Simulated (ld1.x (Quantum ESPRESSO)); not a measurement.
# Varying the TM potential for Sr

Base potential:

strontium (Sr), norm-conserving Troullier–Martins (Kleinman–Bylander form), made with ld1.x (Quantum ESPRESSO) 7.5 (PBE, scalar-relativistic). Core [Kr], reference 4d0 5s1.75 5p0 (charge +0.25). Waves: 5s (bound): rc 3.15 bohr; 5p (bound, empty): rc 3.80 bohr; 4f channel at 0.3 Ry: rc 3.40 bohr; 4d (bound, empty): rc 3.50 bohr. Local part: the d channel. Core correction: Bessel-smoothed model core, default radius (core density twice the valence density).

All-electron outer shells of the reference configuration (PBE, scalar-relativistic, ld1.x):

| shell | level (eV) | outermost node (bohr) | outermost maximum (bohr) |
| --- | --- | --- | --- |
| 4s | -42.36 | 0.59 | 1.19 |
| 4p | -24.28 | 0.61 | 1.33 |
| 5s | -4.67 | 1.65 | 3.62 |
| 4d | -2.55 | 0.65 | 2.09 |
| 5p | -2.25 | 1.95 | 4.65 |

Cutoffs, loose and tight: the cutoffs (Ry, on a coarse ladder) from which the occupation-weighted sum of valence levels, in a spherical-Bessel basis at the reference potential, stays within 10 and 1 mRy of its value at 400 Ry. They do not see the model core or the augmentation charge, which bear on the density cutoff. Test errors are all-electron minus pseudo excitation energies from the reference, over the configurations 4d0 5s2 5p0; 4d0 5s1 5p0; 4d0 5s1.5 5p0; 4d0.5 5s1.5 5p0; 4d0 5s1 5p1; 4d1 5s1 5p0; 4d1 5s0 5p0. A dash means not determined; rows that change the core or the reference have their own tests.

For the base: The cutoffs count occupied waves only; the empty 4d level needs 12 Ry at the loose tolerance.

A true bound ghost makes a file unfit for plane-wave use even where its test errors are small: the radial tests pick states by their node count and pass the ghost by.

```csv
change,outcome,"cutoff, loose","cutoff, tight",bound ghosts,largest test error (meV)
base,generated,6 Ry,8 Ry,s,-43
wave 5s (bound): rc 3.15 bohr becomes 5s (bound): rc 2.10 bohr,generated,50 Ry,70 Ry,s,-19
wave 5s (bound): rc 3.15 bohr becomes 5s (bound): rc 3.18 bohr,generated,6 Ry,8 Ry,s,-45
wave 5s (bound): rc 3.15 bohr becomes 5s (bound): rc 3.54 bohr,generated,6 Ry,8 Ry,s,-46
wave 5s (bound): rc 3.15 bohr becomes 5s (bound): rc 3.74 bohr,generated,6 Ry,8 Ry,s,-44
wave 5s (bound): rc 3.15 bohr becomes 5s (bound): rc 4.16 bohr,generated,6 Ry,8 Ry,s,-31
wave 5s (bound): rc 3.15 bohr becomes 5s (bound): rc 4.50 bohr,generated,6 Ry,6 Ry,s,-22
wave 5s (bound): rc 3.15 bohr becomes 5s (bound): rc 4.72 bohr,generated,6 Ry,6 Ry,s,-16
```

Task: What comes out with this change to the base: wave 5s (bound): rc 3.15 bohr becomes 5s (bound): rc 2.38 bohr?

Result: outcome: generated; cutoff, loose: 15 Ry; cutoff, tight: 40 Ry; bound ghosts: s; largest test error (meV): -20.

Task: What comes out with this change to the base: wave 5s (bound): rc 3.15 bohr becomes 5s (bound): rc 2.58 bohr?

Result: outcome: generated; cutoff, loose: 10 Ry; cutoff, tight: 21 Ry; bound ghosts: s; largest test error (meV): -21.

Task: What comes out with this change to the base: wave 5s (bound): rc 3.15 bohr becomes 5s (bound): rc 2.98 bohr?

Result: outcome: generated; cutoff, loose: 6 Ry; cutoff, tight: 10 Ry; bound ghosts: s; largest test error (meV): -38.

Reading the sweep of the s radius (base included, trends over the rows without a ghost): Bound ghosts are found at 2.1, 2.38, 2.58, 2.98, 3.15, 3.18, 3.54, 3.74, 4.16, 4.5, 4.72 bohr. Every judged row has one, so this setting neither creates nor removes them.
